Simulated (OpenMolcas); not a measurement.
La: CASPT2 settings compared

```json
{
 "Program": "OpenMolcas",
 "Basis": "ANO-RCC-VDZ [7s6p4d2f]",
 "Scalar Hamiltonian": "DKH2, point nucleus",
 "Active space": "3 electrons in 6 orbitals (5d 6s)",
 "State averaging": "2S+1 = 4 even, 20 roots; 2S+1 = 2 even, 70 roots kept (CI in the orbitals of an earlier block)",
 "Spin-orbit coupling": "state interaction with AMFI integrals over the reference wave functions, term energies averaged over their components"
}
```

Methods on the same reference wave functions:
A. CASSCF
B. SS-CASPT2, IPEA 0.15 Eh, imaginary shift 0.3 Eh (closed shells correlated: 4d 5s 5p)
C. MS-CASPT2, IPEA 0.15 Eh, imaginary shift 0.3 Eh (closed shells correlated: 4d 5s 5p)
D. XMS-CASPT2, IPEA 0.6 Eh, imaginary shift 0.05 Eh (closed shells correlated: 4d 5s 5p)
E. XMS-CASPT2, IPEA 0.2 Eh, imaginary shift 0.3 Eh (closed shells correlated: 5s 5p)

Energies in cm-1 above 5d 6s2 2D 3/2, the measured ground level; measured values from NIST Handbook of Basic Atomic Spectroscopic Data.

```csv
Level,A,B,C,D,E,Measured
5d 6s2 2D 3/2 [56 %],0.0,0.0,0.0,0.0,0.0,0.0
5d2 6s 4F 5/2,573,2290,2720,7800,4230,3010
5d2 6s 4F 3/2 [56 %],644,1958,2380,7440,3890,2668
5d 6s2 2D 5/2,1142,742,885,952,878,1053
5d2 6s 4F 7/2,1181,2730,3200,8300,4710,3495
5d2 6s 4F 9/2,1792,3350,3810,8910,5320,4122
5d2 6s 4P 1/2,6925,7120,7590,12220,9000,7231
5d2 6s 2P 1/2,9083,8750,9080,14510,10210,9044
5d2 6s 2F 7/2,9546,8450,8890,14380,10170,8052
5d2 6s 2G 7/2,10769,10480,10870,15370,11990,9961
5d2 6s 2G 9/2,10792,10530,10880,15330,12010,9920
5d3 4F 3/2,11864,12670,13130,19230,15020,12431
5d3 4F 5/2,12206,13050,13510,19630,15400,12787
5d3 4F 7/2,12686,13540,14000,20130,15890,13238
5d3 4F 9/2,13280,14120,14570,20680,16460,13747
5d3 4P 1/2,18452,17840,18290,24430,20140,16617
5d3 4P 3/2,18642,18010,18450,24520,20300,16735
5d3 4P 5/2,18971,18350,18810,24890,20660,17099
5d3 2G 7/2,20505,19090,19630,24450,21130,17023
5d3 2H 11/2,21349,20560,21020,26140,22370,
5d3 2D 3/2(1),23337,20960,21420,25380,22950,
5d3 2D 5/2(1),23910,21580,22110,26180,23610,
5d2 6s 2S 1/2,24491,19540,20010,20580,21600,16991
5d3 2P 1/2,28259,23710,24310,28480,26350,
```

Deviations, from unrounded energies. A percentage is the sum of absolute deviations over the sum of measured energies, with the sign that they share, or ± where signs differ.

```json
{"Against measurement": "mean absolute deviation (cm-1)", "Levels": "19", "A": "1700", "B": "780", "C": "960", "D": "5700", "E": "2300"}
{"Against measurement": "fine structure of the ground term (%)", "Levels": "1", "A": "+8.4", "B": "-29.5", "C": "-16.0", "D": "-9.6", "E": "-16.6"}
{"Against measurement": "other configurations (%)", "Levels": "18", "A": "±16.2", "B": "±7.4", "C": "±9.3", "D": "+55.9", "E": "+22.6"}
```

B lies closest to measurement on these levels and D furthest from it. The largest miss of B in the table is 5d2 6s 2S 1/2, by +2500 cm-1. The ranking rests on the paired levels alone, and a cruder setting can come out closer through cancelling errors.

Among B to E the level of the table that moves most is 5d3 4P 1/2, by 6600 cm-1 (lowest in B, highest in D). Moves below CASPT2's spread within the term are not significant.

The two smallest mean deviations differ by little beside CASPT2's spread within terms, so their order carries little weight.

The lowest spin-free term lies below A's lowest term by 0.264 hartree in B, 0.266 hartree in C, 0.284 hartree in D, 0.216 hartree in E.

CASPT2 does not keep the components of a term degenerate, so their means are used; among the terms shown or strongly mixed into the levels shown the widest spread is 2400 cm-1 (5d2 6s 2G, D). Over all roots computed the reference weight is 0.80 to 0.92 in D; the roots of lowest weight are the least certain, and an intruder state may touch them. Terms from blocks run as CI alone lack orbitals of their own. Configurations are named by rounded mean occupations; where the s occupation lies near a half they are strongly mixed, a name can repeat and a true partner stay unpaired. A single d shell beside an s shell can misplace configurations of different d count against each other. The CASPT2 spread within a term exceeds the gap to the next term for 5d3 2G and 5d2 6s 2S, so the order of their levels is uncertain (figures for C; the like holds for D, E). Without dynamic correlation excited terms often stand tens of per cent too high (terms of higher spin than the ground term too low), and those without a measured partner can miss by more than the paired ones (holds for A). Some levels mix across a computed gap that differs much from the measured one, so their mixing is not that of the real levels (holds for A; D). Measured partners are found by configuration, term and J. A level has none where our copy of the source lacks it or the pairing is in doubt (some pairs that miss far off the trend of their configuration count as doubtful), and it then counts in no deviation. Only configurations of the active space appear. The table leaves out levels that lie high or whose names do not pair safely across all columns.

A share in square brackets marks a mixed level and gives the weight of the term that names it, the lowest over the columns. A number in round brackets counts repeated terms of one configuration in the order of the reference energies.
